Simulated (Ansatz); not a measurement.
`NC1O[SiH2]1`. The species carries charge 0 and has multiplicity 1.

```xyz
9

N    -1.408    0.040   -0.636
C    -0.049    0.345   -0.514
O     0.931   -0.811   -0.468
Si    0.992    0.055    0.941
H    -1.639   -0.358   -1.538
H    -1.761   -0.559    0.096
H     0.281    1.049   -1.275
H     2.221    0.825    1.240
H     0.431   -0.587    2.153
```

(1) List the harmonic frequencies (cm⁻¹, unscaled) at PBE0-D4/def2-TZVP in Ansatz. (Best estimate.)

(2) Is this a minimum?

(3) Give the ideal-gas thermochemistry at 298.15 K and 1 bar (rigid rotor, harmonic oscillator; point group C1, symmetry number 1).

(4) And at 400, 500, 600, 800 and 1000 K?

(5) Rotational constants (cm⁻¹)?

## Answers

(1) The calculation gave: 255, 370, 396, 527, 550, 654, 741, 752, 782, 947, 1006, 1037, 1222, 1258, 1403, 1668, 2239, 2253, 3137, 3533, 3630.

(2) Yes, all 21 modes are real.

(3) Zero-point energy 169.6 kJ/mol; H(298) − E = 185.0 kJ/mol; entropy 292.4 J/(mol·K), of which translation 162.7, rotation 103.0, vibration 26.7; G(298) − E = 97.8 kJ/mol.

(4) 
```json
{"T (K)": "400", "H − E (kJ/mol)": "194.5", "S (J/mol/K)": "319.6", "G − E (kJ/mol)": "66.7"}
{"T (K)": "500", "H − E (kJ/mol)": "205.6", "S (J/mol/K)": "344.2", "G − E (kJ/mol)": "33.5"}
{"T (K)": "600", "H − E (kJ/mol)": "218.0", "S (J/mol/K)": "366.8", "G − E (kJ/mol)": "-2.1"}
{"T (K)": "800", "H − E (kJ/mol)": "245.9", "S (J/mol/K)": "406.9", "G − E (kJ/mol)": "-79.6"}
{"T (K)": "1000", "H − E (kJ/mol)": "276.9", "S (J/mol/K)": "441.4", "G − E (kJ/mol)": "-164.5"}
```

(5) 0.4717, 0.1542, 0.1344.
